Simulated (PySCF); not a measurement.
H$_{2}$S$_{2}$, charge -1, doublet, at the geometry of the source list (a state made from the parent by changing its charge; the spin is typed, not shown lowest) (in this run its highest filled SCF level lies above zero, so its values depend strongly on the basis, on diffuse functions most of all). Base run: SVWN5/6-31G* (PySCF).

Here is a job for PySCF.
```python
from pyscf import gto, scf, dft

mol = gto.M(
    atom='''
S    -0.90190000    0.44390000    0.48700000
S     0.90020000    0.45720000   -0.47780000
H    -1.53060000   -0.45050000   -0.29230000
H     1.53240000   -0.45060000    0.28310000
''',
    basis='6-31g*',
    charge=-1,
    spin=1,
    verbose=4,
)

mf = dft.UKS(mol)
mf.xc = 'lda,vwn'
mf.kernel()
mf.analyze()
```

Variants of this job, named by their change:

```
change                                     E (Eh)  HOMO (eV)  <S^2>  core-seconds (rough)
-------------------------------------  ----------  ---------  -----  --------------------
base                                   -794.72578       4.48  0.751                     1
functional = b3lyp                     -797.51434       3.83  0.752                     2
functional = revpbe                    -797.33462       4.53  0.751                     2
functional = b97-1                     -797.39960       3.85  0.752                     2
functional = lc_wpbe                   -797.24749       1.20  0.756                     5
functional = b3lyp5                    -797.38112       3.92  0.752                     2
functional = mn15                      -797.19265       3.37  0.751                     3
functional = pbe; dispersion = d3zero  -797.13386       4.51  0.751                     2
functional = blyp                      -797.46128       4.77  0.751                     2
functional = b97m_v                    -797.27664       4.48  0.752                    50
functional = o3lyp                     -797.46956       4.19  0.752                     2
functional = m06l                      -797.47091       4.49  0.752                     3
functional = pbe                       -797.13350       4.51  0.751                     2
```

Absolute energies of different levels of theory aren't comparable as measures of quality.

Open shells are given as the SCF converged; they aren't shown to be the lowest states, and a large step between rows can be another state.
